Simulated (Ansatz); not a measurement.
Gas-phase electronic energies from Ansatz, PBE0-D4/def2-TZVP geometries. CBS: MP2 limit from def2 TZ/QZ plus the TZ coupled-cluster correction, frozen cores. DFT in def2-TZVPP. B3LYP here is the variant with VWN-RPA as its local correlation; programs differ in this. Each species was taken in one conformer, which may not be the lowest.

Reaction (redistribution): `NC([SiH3])[SiH2]O` + `Cl[SiH2][SiH](Cl)Cl` → `O[SiH2][SiH](Cl)Cl` + `NC([SiH3])[SiH2]Cl`

`NC([SiH3])[SiH2]O`:

Cartesian coordinates in Å:
```
N -0.137 -1.665 0.294
C -0.548 -0.283 -0.011
Si -0.656 -0.060 -1.876
Si 0.514 1.001 0.843
O 0.595 0.502 2.418
H -0.004 -1.779 1.293
H 0.753 -1.876 -0.143
H -1.579 -0.143 0.347
H -1.739 -0.895 -2.455
H 0.640 -0.468 -2.487
H -0.907 1.370 -2.202
H -0.064 2.371 0.742
H 1.884 1.021 0.249
H 1.249 0.905 2.988
```

`Cl[SiH2][SiH](Cl)Cl`:

Cartesian coordinates in Å:
```
Cl -0.539 -2.598 -0.215
Si 0.073 -0.766 -0.921
Si -0.167 0.797 0.801
Cl 1.053 0.269 2.357
Cl 0.400 2.625 0.063
H -0.773 -0.398 -2.083
H 1.495 -0.856 -1.330
H -1.543 0.927 1.329
```

`O[SiH2][SiH](Cl)Cl`:

Cartesian coordinates in Å:
```
O 0.380 -1.586 1.306
Si 0.795 -0.087 0.762
Si -0.841 0.696 -0.726
Cl -0.119 2.296 -1.789
Cl -1.228 -0.870 -2.015
H 0.177 -2.252 0.646
H 0.898 0.783 1.957
H 2.085 -0.082 0.017
H -2.146 1.103 -0.157
```

`NC([SiH3])[SiH2]Cl`:

```xyz
13

N     0.948    1.375    0.189
C     0.473   -0.007    0.337
Si   -1.274   -0.129    1.056
Si    0.712   -0.913   -1.280
Cl   -0.368    0.066   -2.741
H     0.419    1.860   -0.526
H     0.836    1.898    1.050
H     1.149   -0.540    1.023
H    -1.698   -1.538    1.284
H    -2.239    0.538    0.143
H    -1.283    0.597    2.357
H     0.194   -2.300   -1.184
H     2.130   -0.909   -1.709
```

```csv
level,ΔE (kJ/mol),difference from CCSD(T)/CBS
r2SCAN-D4,-1.0,-0.5
PBE0-D4,-1.5,-1.0
B3LYP-D4,-1.9,-1.4
ωB97M-V,-1.3,-0.8
PBE0,-0.4,0.1
B3LYP,0.1,0.6
CCSD(T)/def2-TZVPP,-0.5,0.0
HF/def2-QZVPP,1.1,1.6
SCS-MP2/def2-QZVPP,-0.6,-0.1
MP2/CBS(def2),-1.1,-0.6
CCSD(T)/CBS,-0.5,0
```

Largest T1 diagnostic among the species: 0.011.
